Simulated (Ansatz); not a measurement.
Ansatz (a first-principles code) input (B3LYP/LANL2DZ): The .json file is the Basis Set Exchange's LANL2DZ.

Ansatz 0.2 input:
```yaml
crystal:
  periodic: [false, false, false]
  atoms:
    - {symbol: La, position_ang: [0.03573800, -0.30860300, 0.08254800]}
    - {symbol: F, position_ang: [2.13136100, -0.78223000, 0.06698700]}
    - {symbol: F, position_ang: [-0.94720000, -0.63087000, 1.96567700]}
    - {symbol: Cl, position_ang: [-0.74673700, 1.78283800, -1.35289400]}
basis:
  gaussian:
    orbitals: LANL2DZ.json
hamiltonian:
  xc: {name: B3LYP}
relax: {f_tol: 0.003, max_steps: 120}
```

Output:

```
Functional definition: B3LYP
integrals: 0.02 GiB planned
620 factors; integrals over basis functions are off by at most 7.1e-5 eV
mean field: 0.16 GiB planned
mean field evaluation 1: about -6691.3968 eV, gradient 5.9e1 eV
mean field evaluation 2: about -6610.0544 eV, gradient 2.2e2 eV
mean field evaluation 4: about -6698.0591 eV, gradient 8.7e0 eV
mean field evaluation 8: about -6698.2928 eV, gradient 2.6e-1 eV
mean field evaluation 16: about -6698.2930 eV, gradient 1.9e-5 eV
mean field -6698.29297826 eV, -246.1577266848 hartree, gradient 1.4e-5 eV, S^2 0.000000; 0 other end points of the search recorded, 0 dependent functions left out
the calculation of the forces begins
reference -6698.29331856 eV, -246.1577391907 hartree; 18, 18 occupied and 30, 30 virtual orbitals, 620 factors
relax step   1: F+E_penalty+E_count = -6698.29297826 eV  Δ(F+E_penalty+E_count) = +0.000e0 eV  max|allowed force component| = 5.089e-1 eV/Å  Δτ_max = 0.0000 Å  (28 SCF iters, accepted)
these checks for a lower state are left out or cut short: starts, cluster_reference, orbital_swaps, neighbouring_geometries, increment
integrals: 0.02 GiB planned
620 factors; integrals over basis functions are off by at most 7.1e-5 eV
mean field: 0.16 GiB planned
mean field -6698.30037133 eV, -246.1579983752 hartree, gradient 1.0e-5 eV, S^2 0.000000; 0 other end points of the search recorded, 0 dependent functions left out
the calculation of the forces begins
reference -6698.30071792 eV, -246.1580111122 hartree; 18, 18 occupied and 30, 30 virtual orbitals, 620 factors
relax step   2: F+E_penalty+E_count = -6698.30037133 eV  Δ(F+E_penalty+E_count) = -7.393e-3 eV  max|allowed force component| = 4.501e-1 eV/Å  Δτ_max = 0.0558 Å  (29 SCF iters, accepted)
these checks for a lower state are left out or cut short: starts, cluster_reference, orbital_swaps, neighbouring_geometries, increment
integrals: 0.02 GiB planned
620 factors; integrals over basis functions are off by at most 7.1e-5 eV
mean field: 0.16 GiB planned
mean field evaluation 32: about -6698.3156 eV, gradient 1.0e-5 eV
mean field -6698.31564534 eV, -246.1585596848 hartree, gradient 1.0e-5 eV, S^2 0.000000; 0 other end points of the search recorded, 0 dependent functions left out
the calculation of the forces begins
reference -6698.31598828 eV, -246.1585722875 hartree; 18, 18 occupied and 30, 30 virtual orbitals, 620 factors
relax step   3: F+E_penalty+E_count = -6698.31564534 eV  Δ(F+E_penalty+E_count) = -1.527e-2 eV  max|allowed force component| = 3.812e-2 eV/Å  Δτ_max = 0.0256 Å  (30 SCF iters, accepted)
these checks for a lower state are left out or cut short: starts, cluster_reference, orbital_swaps, neighbouring_geometries, increment
integrals: 0.02 GiB planned
620 factors; integrals over basis functions are off by at most 7.1e-5 eV
mean field: 0.16 GiB planned
mean field -6698.31738130 eV, -246.1586234803 hartree, gradient 9.4e-6 eV, S^2 0.000000; 0 other end points of the search recorded, 0 dependent functions left out
the calculation of the forces begins
reference -6698.31772336 eV, -246.1586360505 hartree; 18, 18 occupied and 30, 30 virtual orbitals, 620 factors
relax step   4: F+E_penalty+E_count = -6698.31738130 eV  Δ(F+E_penalty+E_count) = -1.736e-3 eV  max|allowed force component| = 2.692e-2 eV/Å  Δτ_max = 0.0323 Å  (29 SCF iters, accepted)
these checks for a lower state are left out or cut short: starts, cluster_reference, orbital_swaps, neighbouring_geometries, increment
integrals: 0.02 GiB planned
620 factors; integrals over basis functions are off by at most 7.1e-5 eV
mean field: 0.16 GiB planned
mean field -6698.31814652 eV, -246.1586516015 hartree, gradient 2.7e-5 eV, S^2 0.000000; 0 other end points of the search recorded, 0 dependent functions left out
the calculation of the forces begins
reference -6698.31848685 eV, -246.1586641084 hartree; 18, 18 occupied and 30, 30 virtual orbitals, 620 factors
relax step   5: F+E_penalty+E_count = -6698.31814652 eV  Δ(F+E_penalty+E_count) = -7.652e-4 eV  max|allowed force component| = 2.584e-2 eV/Å  Δτ_max = 0.0547 Å  (28 SCF iters, accepted)
these checks for a lower state are left out or cut short: starts, cluster_reference, orbital_swaps, neighbouring_geometries, increment
integrals: 0.02 GiB planned
620 factors; integrals over basis functions are off by at most 7.1e-5 eV
mean field: 0.16 GiB planned
mean field -6698.31833138 eV, -246.1586583950 hartree, gradient 2.3e-5 eV, S^2 0.000000; 0 other end points of the search recorded, 0 dependent functions left out
the calculation of the forces begins
reference -6698.31867201 eV, -246.1586709129 hartree; 18, 18 occupied and 30, 30 virtual orbitals, 620 factors
relax step   6: F+E_penalty+E_count = -6698.31833138 eV  Δ(F+E_penalty+E_count) = -1.849e-4 eV  max|allowed force component| = 1.840e-3 eV/Å  Δτ_max = 0.0134 Å  (23 SCF iters, accepted)
integrals: 0.02 GiB planned
620 factors; integrals over basis functions are off by at most 7.1e-5 eV
mean field: 0.16 GiB planned
mean field evaluation 64: about -6698.2979 eV, gradient 3.4e-1 eV
mean field -6698.31833138 eV, -246.1586583950 hartree, gradient 2.3e-5 eV, S^2 0.000000; 1 other end points of the search recorded, 0 dependent functions left out
the calculation of the forces begins
reference -6698.31867201 eV, -246.1586709129 hartree; 18, 18 occupied and 30, 30 virtual orbitals, 620 factors
Total energy: -6698.31867201 eV, -246.1586709129 hartree
Atom 0 at    -0.005185    -0.395366     0.023111 Å, force    -0.000532     0.001263    -0.000964 eV/Å
Atom 1 at     2.133891    -0.750324     0.094147 Å, force     0.001840    -0.000588    -0.000360 eV/Å
Atom 2 at    -0.921833    -0.600087     1.978752 Å, force    -0.001184    -0.000439     0.001505 eV/Å
Atom 3 at    -0.733711     1.806911    -1.333693 Å, force    -0.000124    -0.000236    -0.000182 eV/Å
Dipole moment:    -0.286665    -0.973742    -0.387178 e Å
```

The geometry given is a B3LYP-D3(BJ)/def2-TZVP minimum.
